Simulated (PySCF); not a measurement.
Al(OH)(OMe)(SH) (CH5AlO2S), SMILES C[O][Al]([OH])[SH]. Heavy atoms are numbered as in [Al:1]([OH:2])([O:4][CH3:5])[SH:9]. Hydrogens are named by the atom that carries them.

Geometry: r2SCAN-D4/def2-SVP. The structure was generated by enumeration; whether it is a known compound was not checked. Other conformers were not sampled.

Calculation: HF/pcSseg-1 (PySCF).

GIAO shieldings, no solvent; atoms alike by connectivity are averaged. δ = σ(ref) − σ: ¹⁷O against H2O (σ = 333.0 ppm); ¹H against TMS (σ = 31.99 ppm); ¹³C against TMS (σ = 192.6 ppm); ³³S against H2S (σ = 725.2 ppm), references at their B3LYP-D3(BJ)/def2-TZVP geometries, non-relativistic.

| atoms | nucleus | count | δ (ppm) |
|---|---|---|---|
| O2 (OH) | ¹⁷O | 1 | 5.2 |
| O4 | ¹⁷O | 1 | … |
| H on C5 | ¹H | 3 | 3.89 |
| H on O2 | ¹H | 1 | … |
| H on S9 | ¹H | 1 | 0.72 |
| C5 (CH3) | ¹³C | 1 | … |
| S9 (SH) | ³³S | 1 | -114.2 |

Question: Complete the blanks. (An estimate is asked for; the answer gives what the named calculation found.)

Answer: 
- C5 (CH3), δ (ppm): 50.7
- H on O2, δ (ppm): 2.08
- O4, δ (ppm): -8.8
